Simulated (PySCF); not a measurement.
This PySCF input asks for the NMR shieldings of [(Cl)2Al]2S; the geometry comes from PBE0-D3(BJ)/def2-SVP.

```python
import basis_set_exchange as bse
import numpy as np
from pyscf import gto, dft
from pyscf.prop import nmr

atoms = """
Al   -0.898273   -0.966367   -0.015359
Cl   -0.772783   -2.460168    1.448565
Cl   -2.791102   -0.455678   -0.761789
S     0.839818   -0.737224   -1.419576
Al    1.250345    1.004058   -0.293575
Cl    2.757748    2.417343   -0.262506
Cl   -0.293883    1.096026    1.235689
"""
names = {"Al": "pcSseg-2", "Cl": "pcSseg-1", "S": "pcSseg-1"}
basis = {el: gto.basis.parse(bse.get_basis(n, elements=[el], fmt="nwchem")) for el, n in names.items()}
mol = gto.M(atom=atoms, basis=basis, charge=0, verbose=0)
mf = dft.RKS(mol, xc="PBE")
mf.grids.level = 2
mf.grids.alignment = dft.numint.BLKSIZE   # the property module wants whole blocks of grid points
mf.conv_tol = 1e-9
mf.kernel()

calc = nmr.RKS(mf)   # GIAO
sigma = calc.kernel()   # uncoupled for a functional without exact exchange
for i, s in enumerate(sigma):   # ppm
    print("%2d %-2s %9.2f" % (i, mol.atom_pure_symbol(i), np.trace(s) / 3))
```

Task: What does it print?

Result: 
```
 0 Al    423.54
 1 Cl    877.66
 2 Cl    870.75
 3 S     619.61
 4 Al    380.22
 5 Cl    880.90
 6 Cl    715.60
```

These numbers come from an equivalent density-fitted implementation of the same equations, which agrees with the script to about 0.01 ppm for H and up to a few tenths of a ppm for heavy atoms, so last digits may differ.

Size and cost of the density-fitted run: 206 basis functions, 22 s wall time on 1 thread of an Arm Neoverse V2, shared host; peak memory 0.98 GiB.
